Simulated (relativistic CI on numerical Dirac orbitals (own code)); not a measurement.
One change at a time: Nd⁴⁸⁺

Base calculation: Dirac-Coulomb-Breit CI, separate exchange-only KLI orbitals for each configuration, a model potential for QED, unscaled Slater integrals.

Configuration list (outside the closed core [Ne]): 3s², 3s3p, 3p², 3s3d, 3d², 3p3d, 3p4s, 3d4s, 3s4s, 3s4p, 3s4d, 3s4f, 3s5s, 3s5p, 3s5d, 3s5f, 4s², 3s5g, 3s6s, 3s6p, 3s6d. Levels of other configurations are missing.

The lowest level and the first level of each name with at least 55 % of one term (blank where a level has no safe partner in the second run):

```tsv
Level	Base (eV)	Shift (eV)
3s² ¹S0	0.000	0.000
3s3p ³P°0	100.861	-11.475
3s3p ³P°1	111.901	-22.515
3s3p ³P°2	238.706	-149.321
3p² ³P0	242.954	-36.845
3s3p ¹P°1	268.596	-141.632
3p² ¹D2	369.141	-163.922
3p² ³P1	370.229	-164.120
3s3d ³D1	404.144	-154.501
3s3d ³D2	411.014	-161.371
3s3d ³D3	435.223	-185.579
3s3d ¹D2	448.608	-171.995
3p3d ³F°2	513.239	-168.026
3p² ³P2	516.875	-310.766
```

At this charge energies of transitions that change n are usually good to better than 1 %, and those within a shell (Δn = 0) to a few per cent.

Task: One thing was changed in a second run, which moved the levels as shown. Which?
A. valence Slater integrals scaled by 0.9
B. QED terms removed
C. Breit term removed
D. configuration mixing switched off
E. non-relativistic limit

Result: E. Non-relativistic limit. Without relativity the fine structure collapses and s electrons lose their extra binding.

LS names give the leading component of a level, which can be under half, so a name can repeat, a term be missing and a line seem to break the LS rules.
